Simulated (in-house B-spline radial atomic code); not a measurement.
Inner-shell binding energies (edges) and X-ray emission energies of free atoms and ions, as differences of relaxed hole-state energies with first-order Breit, QED and recoil terms, without correlation or multiplet splittings, in NIST's listed ground configurations. For neutral atoms such line energies lie within some 1 to 5 eV of tabulated X-ray lines (up to 20 eV for the heaviest). K = 1s, L2 = 2p1/2, L3 = 2p3/2, M4 = 3d3/2. A dash marks a subshell that is part filled or wasn't run, or a line left out. Computed with a B-spline radial code for spherical atoms: Dirac-Hartree-Fock, average of the configuration, finite nuclei.

| ion | configuration | K edge (eV) | L3 edge (eV) | K-L3 (eV) | L2-M4 (eV) |
| --- | --- | --- | --- | --- | --- |
| La3+ | [Kr] 4d10 5s2 5p6 | 38961.4 | 5522.18 | 33439.2 | 5041.79 |
| Ce3+ | [Xe] 4f1 | ? | ? | ? | ? |
| Pr3+ | [Xe] 4f2 | 42024 | 6001.05 | 36022.9 | 5488.8 |
| Nd3+ | [Xe] 4f3 | 43605.5 | 6247.59 | 37357.9 | 5721.28 |
| Pm3+ | [Xe] 4f4 | 45220.9 | 6498.92 | 38722 | 5959.88 |
| Sm3+ | [Xe] 4f5 | ? | ? | ? | ? |
| Eu3+ | [Xe] 4f6 | 48555.3 | 7016.08 | 41539.3 | 6455.87 |

Question: Fill in the row of Ce3+.

Answer: K edge (eV): 40476.1; L3 edge (eV): 5759.27; K-L3 (eV): 34716.8; L2-M4 (eV): 5262.34.

Question: Fill in the row of Sm3+.

Answer: K edge (eV): 46870.6; L3 edge (eV): 6755.07; K-L3 (eV): 40115.5; L2-M4 (eV): 6204.7.
